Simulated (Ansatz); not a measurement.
Wavefunction ladder for C$_{2}$H$_{9}$NOSi (`CN[SiH](C)O`)

```tsv
atom	x (Å)	y (Å)	z (Å)
C1	-1.776	0.725	0.164
N2	-0.407	1.134	-0.055
Si3	0.916	0.095	-0.363
C4	1.104	-1.292	0.858
O5	0.765	-0.688	-1.812
H6	-2.074	0.775	1.219
H7	-2.480	1.332	-0.415
H8	-1.908	-0.309	-0.163
H9	-0.221	2.101	0.152
H10	2.093	1.010	-0.354
H11	1.291	-0.902	1.861
H12	0.199	-1.904	0.894
H13	1.935	-1.945	0.580
H14	0.563	-0.133	-2.566
```

Charge 0, multiplicity 1. The geometry is a stationary point of PBE0-D4/def2-TZVP. It is one conformer, not always the lowest. Frozen core, restricted reference, Ansatz 0.2.0. CBS rows extrapolate triple and quadruple zeta; past MP2 they add the triple-zeta difference.

| basis | HF (Eh) | MP2 corr. |
| --- | --- | --- |
| def2-SVP | -499.05006 | -0.74365 |
| def2-TZVPP | -499.41177 | -0.93347 |
| def2-QZVPP | -499.43173 | -1.00057 |

Question: Estimate the CCSD correlation energy and the (T) correction in each basis where they were run (hartree).

Answer: 
| basis | CCSD corr. | (T) |
| --- | --- | --- |
| def2-SVP | -0.80120 | -0.02001 |
| def2-TZVPP | -0.97999 | -0.03589 |
| CBS(def2) | -1.09679 | as TZ |
